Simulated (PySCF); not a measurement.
Se(I)(OMe) (CH3IOSe), SMILES CO[Se]I. Geometry optimised at B3LYP-D3(BJ)/def2-SVP. The def2 effective core potentials stand for the cores of I; spin–orbit coupling is left out. One conformer was computed; it need not be the lowest.

**Question.** Give the equilibrium geometry at B3LYP-D3(BJ)/def2-SVP (PySCF confirms it by a frequency run) as bond lengths and angles. (An estimate is asked for; the answer gives what the named calculation found.)

**Answer.** Several could match; the one computed here: 
Atoms: Se1 I2 O3 C4 H5 H6 H7. Bond lengths (Å): Se1–I2 2.582, Se1–O3 1.798, O3–C4 1.421, C4–H5 1.104, C4–H6 1.101, C4–H7 1.103. Bond angles (°): I2–Se1–O3 102.3, Se1–O3–C4 116.8, O3–C4–H5 111.0, O3–C4–H6 106.1, O3–C4–H7 112.1, H5–C4–H6 109.0, H5–C4–H7 109.0, H6–C4–H7 109.6.
Charge 0, spin multiplicity 1.
